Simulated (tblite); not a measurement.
C7H7O2P.
Bonds: C1–C2 (double), C2–C3, C3–O4 (aromatic), O4–C5 (aromatic), C5–C6, C6–O7 (double), C5–C8 (aromatic), C8–C9, C8–P10 (aromatic), C3–P10 (aromatic). Hydrogens: H11, H12 on C1; H13 on C2; H14 on C6; H15, H16, H17 on C9.

Computed geometry: GFN2-xTB, gas phase.

(1) List the bond lengths, angles and torsions at this level.

## Answers

(1) 
```csv
bond,length (Å),order
C1=C2,1.332,double
C2–C3,1.438,single
C3–O4,1.337,aromatic
O4–C5,1.349,aromatic
C5–C6,1.447,single
C6=O7,1.209,double
C5–C8,1.383,aromatic
C8–C9,1.486,single
C8–P10,1.765,aromatic
C3–P10,1.740,aromatic
C1–H11,1.075,single
C1–H12,1.076,single
C2–H13,1.081,single
C6–H14,1.106,single
"C9–H15, C9–H16, C9–H17",1.089,single
```

Bonds in one row agree within 0.01 Å and their mean is given. Orders are formal, as drawn. A selection of angles:
```csv
angle,degrees
C2–C1–H11,121.6
C2–C1–H12,121.4
H11–C1–H12,117.1
C1–C2–C3,124.4
C1–C2–H13,121.2
C3–C2–H13,114.4
C2–C3–O4,119.3
C2–C3–P10,125.6
O4–C3–P10,115.2
C3–O4–C5,111.8
O4–C5–C6,117.4
O4–C5–C8,114.8
C6–C5–C8,127.8
C5–C6–O7,125.4
C5–C6–H14,112.8
O7–C6–H14,121.8
C5–C8–C9,124.1
C5–C8–P10,110.6
C9–C8–P10,125.3
C8–C9–H15,110.1
C8–C9–H17,110.7
H15–C9–H16,106.8
H15–C9–H17,109.5
C3–P10–C8,87.6
```

Torsions: C1–C2–C3–O4 0° (synperiplanar); O4–C5–C6–O7 180° (antiperiplanar).

The 2 C–P bonds span 1.740 Å (C3–P10, aromatic) to 1.765 Å (C8–P10, aromatic), a spread of 0.025 Å. The 10 heavy atoms lie in one plane (0.000 Å rms). P10 (phosphorus bonded to 2 C) is bent (angle 87.6°). O4 (furan-type oxygen) is bent (angle 111.8°). The 3 C–O bonds span 1.209 Å (C6=O7, drawn double) to 1.349 Å (O4–C5, aromatic), a spread of 0.140 Å. Of the pairs four or more bonds apart, O7···C9 is among the closest relative to their van der Waals radii: 2.95 Å, 92 % of the sum of Bondi's values. The 5-membered ring C3–O4–C5–C8–P10 has internal angles of 87.6° to 115.2°; it is planar, 0.00 Å rms from its mean plane, widest ring torsion 0°.

Point group: Cs (tolerance 0.08 Å). Its GFN2-xTB frequencies are all real (lowest 65 cm⁻¹). The numbers are those of one conformer. 2 starts were optimised and ended at 0.00 and 0.02 kcal/mol (GFN2-xTB); the lowest of these is shown.

The run took 0.3 s wall on one thread of an Arm Neoverse V1, shared host with 64 logical CPUs at a one-minute load of 16. That covers the optimisation of the geometry.
